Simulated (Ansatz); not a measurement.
Species: MoO$_{3}$, charge 0, multiplicity 1. 
Geometry from a B3LYP-D3(BJ)/def2-TZVP (Ansatz, a program for electronic structure) optimisation:
```
Mo
O 1 1.7059
O 1 1.7059 2 110.40
O 1 1.7059 2 110.40 3 -122.34
```

CCSD(T) with Ansatz in growing basis sets, 24 correlated electrons. Valence correlation only, unless marked. Open shells are spin-unrestricted. Spin-orbit coupling is left out. Frozen are the shells of the preceding noble gas and the d and f shells that filled before the atom's block. Past Kr the def2 sets carry scalar-relativistic core potentials. Costs are ratios of core time to the smallest set, on shared machines of one kind, and rough; they hold the program's checks for lower states.

```
basis        functions  cost over smallest  E(corr) (Eh)  electronic atomisation energy (kcal/mol)
-----------  ---------  ------------------  ------------  ----------------------------------------
def2-SVPD          103                  1×       -0.8859                                     380.1
def2-TZVPPD        176                  3×             ?                                         ?
```

**Question.** What does the step to def2-TZVPPD buy, and how does its cost grow by formal scaling?

**Answer.** Formally CCSD grows as o²v⁴ and (T) as o³v⁴; with o = 12 and v going from 84 to 157 both grow 12-fold in the last step, while integrals and the mean field grow more slowly. That step adds 157.9 mEh of correlation energy and 18.4 kcal/mol to the atomisation energy. Row: E(corr) (Eh) -1.0438, electronic atomisation energy (kcal/mol) 398.6.
